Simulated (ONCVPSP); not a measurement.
**What one change does to a pseudopotential (F (Z = 9), ONCV)**

- Element: fluorine
- Generator: ONCVPSP 4.0.1
- Type: optimised norm-conserving Vanderbilt (ONCV)
- Functional: PBE
- Relativity: scalar-relativistic
- Frozen core: [He]
- Valence charge: 7
- Reference configuration: 2s1 2p6
- Partial waves: 2s: rc 0.65 bohr, ncon 4, nbas 9, qcut 8.9 1/bohr, local; 2p: rc 1.85 bohr, ncon 4, nbas 8, qcut 5.9 1/bohr, 1 projector; d scattering state at 0.13 Ha: rc 1.60 bohr, ncon 4, nbas 7, qcut 5.3 1/bohr, 1 projector
- Local potential: the s channel
- Core correction: Teter function fitted to the true core (icmod 2), fcfact 0.5

Change: all radii but the core radius scaled by about 0.89 (s 0.58, p 1.64, d 1.42 bohr).

Cutoffs: the cutoffs (Ha) at which the residual kinetic energy of the hardest occupied pseudo-wave falls to 1 and 0.1 mHa per electron; they do not see the model core or the augmentation charge, which bear on the density cutoff. Errors are all-electron minus pseudo energies relative to the spin-unpolarised reference configuration.

**Question.** Predict the effect on cutoff, ghosts and configuration errors.

**Answer.** The potential gets softer (116 Ha and 503 Ha → 96 Ha and 341 Ha); of the 4 tests that both files solve, the error grows in 0 and shrinks in 3 by more than 15 % and 0.3 meV (median size 273.7 → 218.1 meV); neither file shows a bound ghost. Less of the atom is replaced, so other configurations are described better.

| quantity | base | changed |
| --- | --- | --- |
| cutoff, loose | 116 Ha | 96 Ha |
| cutoff, tight | 503 Ha | 341 Ha |
| loose cutoff by channel | s 116 Ha, p 17 Ha | s 96 Ha, p 40 Ha |
| bound ghosts | none | none |
| GHOST(+) flags under 300 eV | none | none |
| error for 2s2 2p5, meV [ΔE -18.81 eV] | -67 | -36 |
| error for 2s2 2p4, meV [ΔE 0.58 eV] | +438 | +340 |
| error for 2s2 2p3, meV [ΔE 38.96 eV] | +1978 | +1497 |
| error for 2s2 2p4.5, meV [ΔE -11.27 eV] | +109 | +96 |
| rms error of d²Exc/dni dnj with the model core, mHa | 0.95 | 0.85 |
